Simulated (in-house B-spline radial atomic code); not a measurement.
The numbers below are computed, except where a source is named.
Two electrons in Si: a spherical dot of radius 28.3 nm with hard walls with an ionised donor at its centre

For Si the NSM archive of the Ioffe Institute lists m_l = 0.98 m0, m_t = 0.19 m0 and ε = 11.7; the model takes one isotropic valley with the conductivity mass 3/(1/m_l + 2/m_t) = 0.26 m0, and so misses anisotropy and the other valleys. All triplets below are those of one valley; with several valleys two electrons can form a triplet in the 1s orbital itself, at an energy set by the valley splitting. Real donors also feel a central-cell potential, which shifts the ground state.

Effective-mass model with parabolic bands, a uniform dielectric constant, no image charges, no central-cell or spin-orbit terms. Two-electron levels come from full CI in B-splines with partial waves to l = 5 (up to 0.001 effective hartree above the limit).

(1) What are the effective units, and what is the potential in them?

In these units the lowest s and p orbitals lie at -0.500000 and -0.123139, and their Coulomb and exchange integrals are J_ss = 0.625000, J_sp = 0.252724 and K_sp = 0.0185. Full CI gives -0.526529 for the ground singlet, -0.433815 for the sp triplet, -0.429075 for the sp singlet and -0.448184 for the lowest triplet of two s orbitals.

(2) What does it cost to add the second electron, to first order and exactly?

(3) How far above the singlet do the triplets lie?

Results:

(1) Ha* = 27211.386 meV × 0.26/11.7² = 51.68 meV and a* = 0.0529177 nm × 11.7/0.26 = 2.381 nm. The radius is R = 11.9 a*, with −1/r added.

(2) To first order E = 2ε_s + J_ss = -0.374999, so the charging energy E(2) − 2E(1) is J_ss = 32.3 meV. CI gives -0.526529 − 2 × (-0.500000) = 0.473471, or 24.47 meV: relaxation and correlation lower it by 7.832 meV, 24.2 % of J_ss. The s² configuration of one-electron orbitals holds 63.6 % of the state, and the mean radius is 6.07 nm.

(3) To first order the sp triplet lies at ε_s + ε_p + J_sp − K_sp = -0.388911, which is 0.719 meV below 2ε_s + J_ss, so first order fails: the exact ground state of two electrons is a singlet. CI gives -0.433815 − (-0.526529) = 0.092714, or 4.792 meV, 25 % of the orbital spacing of 19.48 meV. The ss triplet lies 4.049 meV up, so the lower of the two is the ss one, and its gap equals k_BT at 47 K. The sp singlet-triplet splitting is 0.245 meV, against 2K_sp = 1.912 meV.
